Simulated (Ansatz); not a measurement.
C3H7O2, doublet, at a GFN2-xTB geometry; CAM-B3LYP/STO-3G (Ansatz, a quantum-chemistry and plane-wave program).

The Ansatz input:
Ansatz 0.2 input:
```yaml
crystal:
  periodic: [false, false, false]
  atoms:
    - {symbol: C, position_ang: [1.94619892, 0.86606572, 0.18885141]}
    - {symbol: O, position_ang: [0.59022519, 0.52583716, 0.28955219]}
    - {symbol: C, position_ang: [0.15628695, -0.35495568, -0.72677514]}
    - {symbol: C, position_ang: [-1.29230339, -0.62643041, -0.51925532]}
    - {symbol: O, position_ang: [-1.82019372, -0.49210313, 0.72964401]}
    - {symbol: H, position_ang: [2.15863515, 1.37589211, -0.75851598]}
    - {symbol: H, position_ang: [2.16141740, 1.53677599, 1.01835714]}
    - {symbol: H, position_ang: [2.58511519, -0.02316283, 0.26128712]}
    - {symbol: H, position_ang: [0.76405915, -1.28675436, -0.68747395]}
    - {symbol: H, position_ang: [0.32260412, 0.08736248, -1.72414028]}
    - {symbol: H, position_ang: [-1.82534441, -1.30066663, -1.16232094]}
    - {symbol: H, position_ang: [-1.18783320, 0.03260304, 1.24231141]}
basis:
  gaussian:
    orbitals: STO-3G
hamiltonian:
  xc: cam_b3lyp
magnetization: {spin_polarized: true, initial_magnetization: 1}
accuracy: high
```

Q: Predict the main parts of the log of this Ansatz run.

A: 
```
Functional definition: CAM-B3LYP
668 factors; integrals over basis functions are off by at most 4.7e-9 eV
274 factors; integrals over basis functions are off by at most 7.0e-10 eV
mean field evaluation 1: about -7216.0461 eV, gradient 1.4e1 eV
mean field evaluation 2: about -7216.7659 eV, gradient 1.0e1 eV
mean field evaluation 4: about -7217.3089 eV, gradient 4.7e-1 eV
mean field evaluation 8: about -7217.2700 eV, gradient 1.4e-2 eV
mean field evaluation 16: about -7217.2700 eV, gradient 6.9e-6 eV
mean field -7217.27001163 eV, -265.2297808861 hartree, gradient 6.7e-8 eV, S^2 0.752320; 0 other end points of the search recorded, 0 dependent functions left out
reference -7217.27002874 eV, -265.2297815147 hartree; 21, 20 occupied and 11, 12 virtual orbitals, 668 factors
Total energy: -7217.27002874 eV, -265.2297815147 hartree
```
